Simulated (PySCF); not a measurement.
RuF3, SMILES [F][Ru]([F])[F] (connectivity only; charge and spin as stated), neutral, multiplicity 4. Atoms are numbered in the order given.

```xyz
4

Ru     0.0000     0.0000     0.1673
F      0.0000    -1.8196     0.4338
F      0.0000     0.0000    -1.6854
F      0.0000     1.8196     0.4338
```
Charge 0, spin multiplicity 4.

Geometry: PBE0-D3(BJ)/def2-TZVP. The multiplicity is an assumed one; other spin states were not compared. The def2 effective core potentials stand for the cores of Ru; spin–orbit coupling is left out.

Computed with PySCF 2.14.0 with TDA-PBE/def2-SVPD.

Vertical excitations. Isolated molecule, no solvent.

Computed excitation energies, oscillator strengths and character:
```json
[
 {"state": "root 1", "energy (eV)": "0.33", "λ (nm)": "3729", "f": "0.000", "main pairs": "β HOMO→LUMO 99 %"},
 {"state": "root 2", "energy (eV)": "0.95", "λ (nm)": "1312", "f": "0.000", "main pairs": "β HOMO→LUMO+1 93 %"},
 {"state": "root 3", "energy (eV)": "1.19", "λ (nm)": "1042", "f": "0.000", "main pairs": "β HOMO→LUMO+2 92 %"},
 {"state": "root 4", "energy (eV)": "1.59", "λ (nm)": "780", "f": "0.000", "main pairs": "α HOMO−1→LUMO 43 %, β HOMO→LUMO+3 57 %"},
 {"state": "root 5", "energy (eV)": "1.62", "λ (nm)": "763", "f": "0.000", "main pairs": "α HOMO→LUMO 98 %"},
 {"state": "root 6", "energy (eV)": "2.06", "λ (nm)": "600", "f": "0.000", "main pairs": "α HOMO−2→LUMO 99 %"},
 {"state": "root 7", "energy (eV)": "2.48", "λ (nm)": "499", "f": "0.004", "main pairs": "α HOMO−1→LUMO 55 %, β HOMO→LUMO+3 42 %"},
 {"state": "root 8", "energy (eV)": "2.85", "λ (nm)": "435", "f": "0.003", "main pairs": "α HOMO−3→LUMO 98 %"},
 {"state": "root 9", "energy (eV)": "3.85", "λ (nm)": "322", "f": "0.000", "main pairs": "β HOMO−1→LUMO 100 %"},
 {"state": "root 10", "energy (eV)": "4.32", "λ (nm)": "287", "f": "0.001", "main pairs": "β HOMO−2→LUMO 92 %"}
]
```
Unrestricted roots are not spin-pure.
